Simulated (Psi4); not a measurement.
Psi4 input (wB97X-D/6-31G*):

```
memory 1500 MB

molecule {
0 2
C     0.03434502   -0.57922268   -0.11175593
N    -1.15449918   -1.10532927    0.07153505
S     0.69612047    0.86592196   -0.00741171
H    -1.30630618   -2.09085571   -0.06953560
H    -1.95619727   -0.55125461    0.35791320
symmetry c1
no_reorient
no_com
}

set {
  basis 6-31G*
  reference uks
  scf_type pk
  dft_radial_points 99
  dft_spherical_points 590
  e_convergence 1e-8
  d_convergence 1e-7
  maxiter 150
}

e = energy('wb97x-d')
print_out(f'\nFINAL {e:.10f} DIPOLE {variable("CURRENT DIPOLE")[0]:.6f} {variable("CURRENT DIPOLE")[1]:.6f} {variable("CURRENT DIPOLE")[2]:.6f}\n')
```

From the output:

```
              A
    DOCC [    15 ]
    SOCC [     1 ]
    NA   [    16 ]
    NB   [    15 ]

  @UKS Final Energy:  -492.13571090589397

   => Energetics <=

    Nuclear Repulsion Energy =             86.6524000440552413
    One-Electron Energy =                -848.5291433062041051
    Two-Electron Energy =                 297.4762494231330265
    DFT Exchange-Correlation Energy =     -27.7346604032123025
    Empirical Dispersion Energy =          -0.0005566636658054
    VV10 Nonlocal Energy =                  0.0000000000000000
    Total Energy =                       -492.1357109058939727

  UHF NO Occupations:
  HONO-2 :   14  A 1.9994572
  HONO-1 :   15  A 1.9985741
  HONO-0 :   16  A 1.0000000
  LUNO+0 :   17  A 0.0014259
  LUNO+1 :   18  A 0.0005428
  LUNO+2 :   19  A 0.0002324
  LUNO+3 :   20  A 0.0000828

Computation Completed

Properties will be evaluated at   0.000000,   0.000000,   0.000000 [a0]

Properties computed using the SCF density matrix

 Multipole Moments:

 ------------------------------------------------------------------------------------
     Multipole            Electronic (a.u.)      Nuclear  (a.u.)        Total (a.u.)
 ------------------------------------------------------------------------------------

 L = 1.  Multiply by 2.5417464519 to convert [e a0] to [Debye]
 Dipole X            :         -1.3355152           -0.0000001           -1.3355153
 Dipole Y            :         -0.9109842            0.0000001           -0.9109841
 Dipole Z            :          0.1485975            0.0000000            0.1485975
 Magnitude           :                                                    1.6234452

 ------------------------------------------------------------------------------------

FINAL -492.1357109059 DIPOLE -1.335515 -0.910984 0.148598

*** Psi4 exiting successfully. Buy a developer a beer!
```

The geometry given is a B3LYP-D3(BJ)/def2-TZVP minimum.
